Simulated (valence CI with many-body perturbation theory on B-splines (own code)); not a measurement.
**Which ion has this spectrum?**

A relativistic CI+MBPT calculation for an atom or ion with 6 electrons gives these levels (eV):

```csv
J,Parity,E,g
0,even,0.0,
1,even,672.9,1.48
2,even,690.2,1.15
2,odd,907.0,1.53
1,odd,979.3,1.10
2,even,1379.7,1.30
0,even,1429.8,
2,odd,1557.3,1.55
3,odd,1597.5,1.31
0,odd,1645.0,
1,odd,1663.5,1.30
2,odd,1673.6,1.06
1,odd,1677.0,1.32
2,even,1922.4,1.32
```

The energies are calculated, and their last digits are not significant.

Q: Which is it?
A. Pm55+
B. Eu57+
C. Nd54+
D. Dy60+

A: B. Eu57+, ground level (2s^2 2p1/2^2) J=0.
